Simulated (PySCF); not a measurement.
## Spinor energies of Sc⁴⁺ (scandium, charge +4)

Start: [Ne] 3s2 3p5; 3p1/2 filled at m_j = -1/2, +1/2; 3p3/2 filled at m_j = -1/2, +1/2, +3/2. Calculated with PySCF 2.14 in an even-tempered Gaussian basis (21 s from 0.14 bohr⁻², ratio 2.4; 14 p from 0.18 bohr⁻², ratio 2.4; 5 d from 2 bohr⁻², ratio 2.6; 5 f from 3.1 bohr⁻², ratio 2.6): generalised Hartree-Fock with the X2C-1e Hamiltonian and a Gaussian nucleus; one run each with spin-orbit coupling (SO) switched off, then screened by Boettger's factors.

| spinor shell | electrons | ε, spin-free (eV) | ε, screened SO (eV) | weight of nominal j (screened SO) | rms radius, screened SO (bohr) |
| --- | --- | --- | --- | --- | --- |
| 1s1/2 | 2 | -4596.3 | -4596.2 | 1.000 | 0.0844 |
| 2s1/2 | 2 | -580.27 | -580.23 | 1.000 | 0.370 |
| 2p1/2 | 2 | -482.93 | -486.48 | 0.996 | 0.337 |
| 2p3/2 | 4 | -482.93 | -481.13 | 0.998 | 0.340 |
| 3s1/2 | 2 | -119.74 | -119.72 | 1.000 | 1.11 |
| 3p1/2 | 2 | -92.718 | -93.524 | 0.659 | 1.18 |
| 3p3/2 | 3 | -92.718 | -92.227 | 0.772 | 1.18 |

```csv
quantity,spin-free,screened SO
E (hartree),-759.10602,-759.11794
M_J,3/2,3/2
⟨J²⟩,3.754,3.754
⟨L²⟩,2.003,2.003
⟨S²⟩,0.751,0.751
```

Each row is a mean over spinors that exchange with the open shell spreads, by up to 5.253 eV (3s1/2).

Rows whose weight is well below 1 are mixtures of j = l ± 1/2: exchange outweighs spin-orbit coupling there, and the label is only the starting occupation.

Without spin-orbit coupling the j labels of p, d and f shells carry no meaning; the spin-free column gives the mean over the occupied spinors of each nl shell.
